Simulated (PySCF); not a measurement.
SMILES C[Si](C)(C)CC(F)(F)F (C5H11F3Si), GFN2-xTB optimised geometry. Atoms within 1.6 Å of the plane z = 1.2 Å (x, y, z in Å): C1 (2.15, -0.66, 0.00), Si2 (0.24, -0.66, 0.00), C3 (-0.43, 1.11, 0.00), C4 (-0.44, -1.68, 1.46), H10 (2.55, -1.67, -0.08), H11 (2.53, -0.24, 0.92), H13 (-1.52, 1.12, 0.05), H14 (-0.06, 1.67, 0.85), H16 (-0.19, -1.20, 2.41), H17 (-1.52, -1.77, 1.41), H18 (-0.02, -2.68, 1.48).

Level of theory: CAM-B3LYP/def2-SVP run with PySCF. Cells within 0.4 Å of a nucleus heavier than hydrogen are left out (blank, or x).

Map of the electrostatic potential (hartree/e), clipped to [-0.08, 0.12] on the plane z = 1.2 Å:

```
|000000000000000000000000000|
|000000000000000000000000000|
|000000000000000000000000000|
|000000000000000000000000000|
|000000000000000000000000000|
|000000000000011110000000000|
|000000000001122111100000000|
|000000000002685211111000000|
|000000000014999411111100000|
|000000001115999421111110000|
|000000011124996321111111000|
|000000011123444322222211000|
|000000001123466543489521000|
|000000000124799964899931000|
|000000001136999974999931000|
|000000011259999974699510000|
|000000026999999953333110000|
|000000159999x99732221100000|
|000000159999x99421111110000|
|000000138999999421111110000|
|000000012238999521111111000|
|000000000013999421111111000|
|000000000001464211111111000|
|000000000001122111111111000|
|000000000001111111111110000|
|000000000000111111111100000|
|000000000000011111111000000|
```
Scale: ten equal steps from -0.006 (start of '0') to 0.120 (end of '9'), in the order '0123456789'; x runs from -5.00 to 5.00, y from -5.00 (bottom) to 5.00 (top).
